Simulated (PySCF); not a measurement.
MnH (septet state).
SMILES: `[H][Mn]`

Computed, not measured: PBE0-D3(BJ)/def2-SVP geometry optimisation, gas phase in PySCF 2.14.0.

Take the most abundant isotopes and a rigid rotor. 

Task: What are the moment of inertia and the rotational constant?

Result: I = 3.052 u·Å², B = 505379 MHz·u·Å²/I = 165613 MHz (5.5243 cm⁻¹, or 7.948 K as hB/k). For two atoms I = μr² with μ = 0.9897 u and r = 1.7560 Å.

Task: List the first levels of a rigid rotor in a Σ state.

Result: E(J) = BJ(J+1): J = 1: 11.049, J = 2: 33.146, J = 3: 66.291, J = 4: 110.485, J = 5: 165.728, J = 6: 232.019 cm⁻¹. For this open shell read J as N, the rotation without spin; fine and hyperfine splittings come on top.

Task: Where do the first rotational lines fall?

Result: The dipole is 1.92 D; J+1 ← J lies at 2B(J+1): 1 ← 0 at 331.23 GHz, 2 ← 1 at 662.45 GHz, 3 ← 2 at 993.68 GHz, 4 ← 3 at 1324.91 GHz, 5 ← 4 at 1656.13 GHz, 6 ← 5 at 1987.36 GHz.

Whether it is a minimum is left open (no frequencies). ⟨S²⟩ = 12.002 (exact for a septet: 12.00). Zero-point vibration and centrifugal distortion are left out.

Hardware: one thread of an Arm Neoverse V1, shared host with 32 logical CPUs at a one-minute load of 20. Cost: 3.8 s of wall time, 0.21 GiB resident at most. That covers the optimisation of the geometry.
